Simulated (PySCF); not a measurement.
Computed shifts of a molecule C2H7NSi2, PBE/pcSseg-1 (PySCF), GIAO, gas phase, atoms alike by connectivity averaged where their shifts nearly agree, in ppm (number of nuclei): ²⁹Si: -66.7 (1), -101.8 (1). ¹³C: 123.5 (1), 105.5 (1). ¹⁵N: 17.4 (1). ¹H: 5.07 (2), 4.49 (3), 0.58 (2). References: ²⁹Si against TMS (σ = 335.4 ppm); ¹³C against TMS (σ = 182.0 ppm); ¹⁵N against NH3 (σ = 267.0 ppm); ¹H against TMS (σ = 31.49 ppm), references at their B3LYP-D3(BJ)/def2-TZVP geometries, non-relativistic. Geometry: ωB97X-D3(BJ)/def2-SVP. Other conformers were not sampled.

Q: Identify the compound among the candidates.
A) N[SiH2]C#C[SiH3]
B) N#CC[SiH2][SiH3]
C) [SiH3]N1C=C[SiH2]1
D) C#C[SiH2][SiH2]N

A: A, N[SiH2]C#C[SiH3]
